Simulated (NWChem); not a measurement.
System: C$_{3}$H$_{6}$N$_{2}$; SMILES NC=C=CN

```xyz
11

N      2.3617     0.2317     0.3355
C      1.2783    -0.3564    -0.3307
C      0.0000     0.0000    -0.2603
C     -1.2783     0.3564    -0.3307
N     -2.3617    -0.2317     0.3355
H      2.0992     0.8267     1.1256
H      3.1162    -0.4146     0.5795
H      1.5925    -1.1663    -1.0218
H     -1.5925     1.1663    -1.0218
H     -3.1162     0.4146     0.5795
H     -2.0992    -0.8267     1.1256
```
Atoms are numbered in this order, from 1.

Level: PBE-D3(BJ)/def2-SVP (NWChem), optimised geometry, unscaled harmonic frequencies. 

Q: List the harmonic frequencies with IR intensities, and the thermochemistry.

A: 
| frequency (cm⁻¹) | IR intensity (km/mol) |
|---|---|
| 127 | 6.6 |
| 135 | 3.6 |
| 274 | 5.4 |
| 381 | 167.0 |
| 429 | 7.1 |
| 480 | 9.6 |
| 583 | 93.0 |
| 606 | 473.3 |
| 620 | 22.8 |
| 802 | 17.9 |
| 870 | 15.1 |
| 891 | 3.4 |
| 1090 | 24.5 |
| 1141 | 0.5 |
| 1186 | 195.2 |
| 1226 | 14.7 |
| 1319 | 33.3 |
| 1490 | 3.1 |
| 1556 | 39.8 |
| 1572 | 49.5 |
| 2005 | 373.0 |
| 3014 | 50.0 |
| 3015 | 19.8 |
| 3455 | 2.2 |
| 3456 | 5.5 |
| 3568 | 12.9 |
| 3568 | 1.9 |

```
Item                                                                               Result
-----------------------------------------------------------------------  ----------------
zero-point energy                                                           55.5 kcal/mol
thermal correction to the enthalpy at 298.15 K (with zero-point energy)     60.0 kcal/mol
heat capacity Cv                                                         21.8 cal/(mol K)
entropy at 298.15 K and 1 atm (symmetry number 2)                        74.9 cal/(mol K)
dipole moment                                                                      2.19 D
```

Rigid rotor and harmonic oscillator.
